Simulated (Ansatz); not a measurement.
Reactions of `N[SiH](Cl)O[SiH3]`.

Isolated molecules relaxed with PBE0-D4/def2-TZVP in Ansatz; ΔE leaves out vibrations. CBS: MP2 limit from def2 TZ/QZ plus the TZ coupled-cluster correction, frozen cores. This one scheme is used for every species. def2 core potentials past Kr. For Cd, Mo outer-core shells are correlated without core-valence functions, which leaves a few kJ/mol of doubt a bond. One conformer a species, not always the lowest.

| reaction | CCSD/CBS(def2) (kJ/mol) |
| --- | --- |
| `N[SiH](Cl)O[SiH3]` + `C=C[SiH2][SiH2]Cl` → `C=C[Si](N)(Cl)O[SiH3]` + `[SiH3][SiH2]Cl` | -11 |
| `N[SiH](Cl)O[SiH3]` + `NC([SiH3])S` → `NC([SiH3])S[SiH3]` + `N[SiH](O)Cl` | 49 |
| `N[SiH](Cl)O[SiH3]` + `[OH][Cd][O][SiH3]` → `[SiH3][O][Cd][O][SiH3]` + `N[SiH](O)Cl` | -2 |
| `N[SiH](Cl)O[SiH3]` + `BC1C[SiH2]1` → `B[SiH](Cl)O[SiH3]` + `NC1C[SiH2]1` | 236 |
| `N[SiH](Cl)O[SiH3]` + CH₃SH → `CS[SiH](N)Cl` + `O[SiH3]` | 69 |
| `N[SiH](Cl)O[SiH3]` + `OCN[SiH3]` → `N[SiH](Cl)N[SiH3]` + `OCO[SiH3]` | 63 |
| `N[SiH](Cl)O[SiH3]` + `BOC` → `CO[SiH](N)O[SiH3]` + `BCl` | 48 |
| `N[SiH](Cl)O[SiH3]` + `F[SiH](S)S` → `[SiH3]O[SiH](S)Cl` + `N[SiH](F)S` | -4 |
| `N[SiH](Cl)O[SiH3]` + `[CH3][Mo](=[O])([OH])=[S]` → `C[SiH](N)O[SiH3]` + `[O]=[Mo]([OH])(=[S])[Cl]` | -14 |
| `N[SiH](Cl)O[SiH3]` + `C=C[SiH](N)OC` → `C=C[Si@@H](N)O[Si@H](N)Cl` + `CO[SiH3]` | -3 |

Give the CCSD(T)/CBS values in the same order. (Best estimate.)

Computed: -11, 44, -2, 240, 64, 62, 49, -4, -20, -4 kJ/mol.

Largest T1 diagnostic: 0.025, for `[CH3][Mo](=[O])([OH])=[S]`, so its coupled-cluster energy is less sure.
